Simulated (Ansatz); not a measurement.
```yaml
crystal:
  periodic: [false, false, false]
  atoms:
    - {symbol: O, position_ang: [-1.288454, -0.348807, 1.819607]}
    - {symbol: C, position_ang: [-0.513761, 0.086150, 0.991708]}
    - {symbol: C, position_ang: [-0.055560, -0.031222, -0.103342]}
    - {symbol: Si, position_ang: [0.150671, -0.771266, -1.580958]}
    - {symbol: Cl, position_ang: [1.926032, -1.424630, -1.729480]}
    - {symbol: C, position_ang: [0.395449, 1.037951, 0.731577]}
    - {symbol: H, position_ang: [-1.250367, 0.158496, 2.545097]}
    - {symbol: H, position_ang: [-0.018991, 0.115907, -2.601147]}
    - {symbol: H, position_ang: [-0.698622, -1.827961, -1.711507]}
    - {symbol: H, position_ang: [1.313105, 0.977974, 1.134465]}
    - {symbol: H, position_ang: [0.100757, 1.974967, 0.523115]}
basis:
  gaussian: {orbitals: STO-3G}
total_charge: 1
magnetization: {spin_polarized: true, initial_magnetization: 1}
hamiltonian: {xc: {name: HF}}
correlation: {method: mp2, frozen_orbitals: {O: 0}}
```

```sh
$ ansatz run in.yaml --threads 4 --pin off --events-out ev --progress --plain --max-ram 10444MiB
```

(1) How does Ansatz answer? (An estimate is asked.)

## Answers

(1) Computed: The program refused the input.
```
Functional definition: HF
Error: "frozen_orbitals" has no count for C
```
